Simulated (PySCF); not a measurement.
# Bonding in `P[Si](P)(Cl)CCCl`

C2H8Cl2P2Si.
Atom-mapped SMILES: `[PH2:1][Si:2]([PH2:3])([Cl:4])[CH2:5][CH2:6][Cl:7]` (hydrogens: H8, H9 on P1; H10, H11 on P3; H12, H13 on C5; H14, H15 on C6)

Geometry (GFN2-xTB, Å), atoms numbered from 1 in this order:
```xyz
15
C2H8Cl2P2Si angstrom
P     -1.130    2.388   -0.764
Si    -1.108    0.363    0.251
P     -1.836   -1.252   -1.167
Cl    -2.469    0.467    1.775
C      0.549   -0.095    1.152
C      1.565   -0.755    0.245
Cl     1.920    0.283   -1.166
H     -0.542    1.933   -1.931
H      0.085    2.794   -0.239
H     -1.361   -2.298   -0.390
H     -0.696   -1.226   -1.950
H      0.335   -0.777    1.976
H      0.982    0.807    1.586
H      2.514   -0.927    0.753
H      1.188   -1.698   -0.154
```

Bond orders from the PBE0/pcSseg-1 density (PySCF). One conformer (not necessarily the lowest) at the GFN2-xTB geometry, without solvent, vibrations or thermal averaging.

(1) How far do the computed orders between heavy atoms stray from the drawn ones?

(2) Set the Mayer orders of the bonds beside their lengths.

(3) Sum the orders of all bonds at each heavy atom with more than one neighbour and set the sums beside the valence in the SMILES.

Results:

(1) The largest departure is 0.151, at Si2–C5 (drawn single, 0.849). Drawn single, order below 0.88: Si2–C5 (0.849).

(2) 
```csv
bond,drawn as,length (Å),Mayer order
P1–Si2,single,2.266,1.001
Si2–P3,single,2.269,1.008
Si2–Cl4,single,2.045,0.960
Si2–C5,single,1.941,0.849
C5–C6,single,1.513,1.039
C6–Cl7,single,1.787,0.965
P1–H8,single,1.384,0.919
P1–H9,single,1.384,0.926
P3–H10,single,1.387,0.919
P3–H11,single,1.384,0.911
C5–H12,single,1.091,0.928
C5–H13,single,1.091,0.933
C6–H14,single,1.091,0.940
C6–H15,single,1.091,0.932
```

(3) P1 2.846 (drawn 3), Si2 3.818 (drawn 4), P3 2.838 (drawn 3), C5 3.749 (drawn 4), C6 3.876 (drawn 4). Orders between atoms that aren't bonded are not in these sums.

For a closed shell the Mayer order of atoms A and B is Σ (PS)μν (PS)νμ over the basis functions μ on A and ν on B, with P the density and S the overlap matrix.

The run behind these numbers computed NMR shieldings as well. The run took 48 s of wall time (grids of density and orbitals included) on one thread, AMD EPYC 7R43 (x86_64) (shared host), and the process peaked at 0.88 GiB of memory.
